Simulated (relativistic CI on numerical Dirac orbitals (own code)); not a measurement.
# d3 in a ligand field

Computed with a parametric ligand-field model of a d^n configuration (Racah B and C, spin-orbit zeta, crystal field), exact diagonalisation.

Field parameters in Wybourne normalisation: Oh B⁴₀ = 21Dq, B⁴₄ = √(5/14) B⁴₀. The field is a parameter set, without covalency.

B = 890 cm⁻¹, C = 3700 cm⁻¹ (C/B = 4.16), Oh, no spin-orbit coupling. Tanabe-Sugano data, E/B above the lowest term (Δ = |10Dq|; b, c mark the second and third term of a kind):

| Δ/B | 4A2 | 4T2 | 4T1 | 4T1(b) | 2E | 2T1 | 2T2 |
| --- | --- | --- | --- | --- | --- | --- | --- |
| 1.0 | 0.00 | 1.00 | 1.79 | 16.21 | 17.37 | 17.44 | 17.82 |
| 5.0 | 0.00 | 5.00 | 8.68 | 21.32 | 18.62 | 19.33 | 22.45 |
| 9.0 | 0.00 | 9.00 | 15.00 | 27.00 | 19.06 | 19.97 | 25.50 |
| 13.0 | 0.00 | 13.00 | 20.68 | 33.32 | 19.34 | 20.29 | 27.20 |
| 17.0 | 0.00 | 17.00 | 25.79 | 40.21 | 19.54 | 20.49 | 28.39 |
| 21.0 | 0.00 | 21.00 | 30.51 | 47.49 | 19.70 | 20.63 | 29.30 |
| 25.0 | 0.00 | 25.00 | 35.00 | 55.00 | 19.84 | 20.74 | 30.03 |
| 29.0 | 0.00 | 29.00 | 39.34 | 62.66 | 19.95 | 20.82 | 30.63 |
| 33.0 | 0.00 | 33.00 | 43.58 | 70.42 | 20.05 | 20.88 | 31.12 |
| 37.0 | 0.00 | 37.00 | 47.77 | 78.23 | 20.13 | 20.94 | 31.53 |
| 41.0 | 0.00 | 41.00 | 51.91 | 86.09 | 20.21 | 20.98 | 31.88 |
| 45.0 | 0.00 | 45.00 | 56.03 | 93.97 | 20.28 | 21.02 | 32.18 |

The ground term stays 4A2.
